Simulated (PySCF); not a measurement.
A GIAO shielding run with PySCF 2.14.0 with density-fitted response routines (density fitting, scalar relativity only through the core potential, gas phase) on SMILES [NH3]->[In]([Cl])([Cl])[Cl], Cl$_{3}$H$_{3}$InN:

```
{"job": {"kind": "nmr", "xc": "wB97X-D", "basis": {"default": "pcSseg-1", "In": "def2-TZVP"}, "pop": false}, "charge": 0, "multiplicity": 1}
In     0.030141     0.002950    -1.162379
N     -0.016443     0.000193     1.137850
H     -0.975269     0.053999     1.484701
H      0.500047     0.796386     1.514155
H      0.405823    -0.852018     1.508949
Cl     2.361634    -0.015745    -1.440412
Cl    -1.146588     1.997586    -1.519795
Cl    -1.159336    -1.983350    -1.523058
```

Hardware: 1 thread of an x86-64 server CPU, shared host.

Q: How large is the calculation?

A: 82 electrons, 154 basis functions and 846 auxiliary functions.

Q: How long does it take?

A: 15 s of wall time, with 12 SCF cycles and 6 response iterations. Times on a shared host scatter by some tens of per cent.

Q: And these other runs on the same molecule and hardware: GIAO shielding at PBE0/pcSseg-1 (def2-TZVP on In)?

A: PBE0/pcSseg-1 (def2-TZVP on In): 154 functions, 12 s.
